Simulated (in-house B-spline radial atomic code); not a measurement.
# Response and correlation of the selenium ion Se⁴⁺

Closed shell [Ar] 3d10 4s2. Computed with an all-electron radial atomic-structure program (B-spline basis): Dirac-Hartree-Fock, relativistic RPA (time-dependent Dirac-Hartree-Fock) for the response and second-order many-body perturbation theory for correlation, no-pair Dirac-Coulomb Hamiltonian, finite nucleus.

```tsv
multipole (bohr³, bohr⁵, bohr⁷)	uncoupled	coupled RPA
dipole	4.7109	?
quadrupole	6.6837	8.3501
octupole	22.875	27.36
```

Task: What is the coupled dipole polarisability?

Result: 5.4023 atomic units, +15 % against the uncoupled value.

Task: Which subshells carry the dipole polarisability?

Result: 4s1/2 99.0 %, 3d5/2 0.6 %, 3d3/2 0.4 %.

Task: What does the dipole shielding factor come to?

Result: The dipole shielding factor is 0.882, against the exact N/Z = 30/34 = 0.882 of the non-relativistic theorem.

Dipole polarisability at imaginary frequency:

| u (Eh) | α(iu) (bohr³) |
| --- | --- |
| 0 | 5.402 |
| 0.559 | 2.987 |
| 1.68 | 0.8917 |
| 3.35 | 0.4125 |
| 5.59 | 0.2343 |
| 11.2 | 0.09687 |
| 22.4 | 0.03369 |
| 55.9 | 0.007014 |

Task: What dispersion coefficients follow for two such ions (the dispersion part alone)?

Result: C6 = (3/π)∫α(iu)²du = 14.62 hartree·bohr⁶ and C8 = 149.4 hartree·bohr⁸.

Lowest J = 1 odd-parity excitations:

| energy (eV) | oscillator strength | leading channel | weight |
| --- | --- | --- | --- |
| 9.2967 | 0.00174 | 4s1/2 → p1/2 | 0.711 |
| 15.676 | 1.64 | 4s1/2 → p3/2 | 0.704 |
| 39.042 | 0.00204 | 4s1/2 → p1/2 | 0.792 |
| 39.722 | 0.0402 | 4s1/2 → p3/2 | 0.791 |
| 49.661 | 0.00135 | 4s1/2 → p1/2 | 0.82 |
| 49.922 | 0.0251 | 4s1/2 → p3/2 | 0.82 |
| 55.924 | 0.00136 | 4s1/2 → p1/2 | 0.836 |
| 56.129 | 0.0237 | 4s1/2 → p3/2 | 0.835 |

For an outer ns² shell RPA puts the lowest triplet far too low, and second order misses the ns²-np² near-degeneracy.

Second-order correlation energy by the highest angular momentum of the excited pair (hartree): s -0.02217, p -0.2299, d -0.6054, f -0.5013, g -0.1634, h -0.07032, i -0.03213, k -0.01635.

Task: What is the second-order correlation energy at the partial-wave limit?

Result: The listed waves sum to -1.641 hartree; extrapolating the increments as (l + 1/2)⁻⁴ gives -1.6744 hartree, -1.52 eV per electron.
